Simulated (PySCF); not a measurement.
W(NH)2(F)(Br) (BrFH₂N₂W), SMILES [NH]=[W](=[NH])([F])[Br], multiplicity 1.

Coordinates come from a B3LYP-D3(BJ)/def2-SVP optimisation. The spin state was assumed, not searched. The structure was generated by enumeration; whether it is a known compound was not checked. The def2 effective core potentials stand for the cores of W; spin–orbit coupling is left out.

These are ωB97X/def2-TZVP run with PySCF values and carry that method's errors.

The molecule is in vacuum.

```yaml
total_energy: -2852.03807 hartree
point_group: Cs
highest_occupied_level: -10.37 eV
lowest_empty_level: -0.15 eV
orbital_gap: 10.22 eV
dipole_moment: 2.71 D
quadrupole, principal values (traceless, Buckingham form, about the centre of nuclear charge): -10.03, 1.11, 8.92 D·Å
mean_static_polarisability: 72.0 bohr³ (10.67 Å³)
polarisability_principal_values: 58.5, 73.4, 84.2 bohr³
```
